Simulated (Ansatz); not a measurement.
Ansatz (a first-principles code) input (B2GP-PLYP/def2-TZVPD):

Ansatz 0.2 input:
```yaml
crystal:
  periodic: [false, false, false]
  atoms:
    - {symbol: Si, position_ang: [2.37977192, 0.06597000, -0.52710352]}
    - {symbol: O, position_ang: [1.18790875, 0.55350952, 0.48917199]}
    - {symbol: Si, position_ang: [-0.16101498, 0.14949391, 1.31188641]}
    - {symbol: O, position_ang: [-1.29041088, -0.46129287, 0.30642861]}
    - {symbol: Si, position_ang: [-2.18424083, -0.24648637, -1.05222066]}
    - {symbol: H, position_ang: [1.85075505, -0.03832188, -1.90579494]}
    - {symbol: H, position_ang: [2.90383769, -1.25417890, -0.10515758]}
    - {symbol: H, position_ang: [3.46462882, 1.06852909, -0.48454270]}
    - {symbol: H, position_ang: [0.15404857, -0.89547664, 2.30442092]}
    - {symbol: H, position_ang: [-0.67171479, 1.37879126, 1.94768412]}
    - {symbol: H, position_ang: [-2.74862337, 1.12315193, -1.08244318]}
    - {symbol: H, position_ang: [-3.28111234, -1.23678719, -1.04711056]}
    - {symbol: H, position_ang: [-1.33502798, -0.44912666, -2.24773232]}
basis:
  gaussian:
    orbitals: def2-TZVPD
hamiltonian:
  xc: {name: B2GP-PLYP}
magnetization: {spin_polarized: false}
correlation: {electrons: outside_noble_gas}
```

End of the output:

```
integrals: 0.75 GiB planned
1882 factors; integrals over basis functions are off by at most 8.2e-4 eV
0.45 GiB of the device are held for the grids
1.61 GiB of device memory are held for the factors and their scratch space
mean field: 2.04 GiB planned
mean field evaluation 1: about -27832.6811 eV, gradient 6.0e1 eV
mean field evaluation 2: about -27832.9208 eV, gradient 6.0e1 eV
mean field evaluation 4: about -27838.6196 eV, gradient 3.3e0 eV
mean field evaluation 8: about -27838.6689 eV, gradient 1.2e-1 eV
mean field evaluation 16: about -27838.6689 eV, gradient 2.3e-5 eV
mean field -27838.66889282 eV, -1023.0522120835 hartree, gradient 1.2e-6 eV, S^2 0.000000; 0 other end points of the search recorded, 0 dependent functions left out
17 core orbitals not correlated
reference -27838.66905216 eV, -1023.0522179394 hartree; 16, 16 occupied and 248, 248 virtual orbitals, 1882 factors
second order -25.65739597 eV of doubles, -0.00000000 eV of singles
Total energy: -27847.90571471 eV, -1023.3916590273 hartree
```
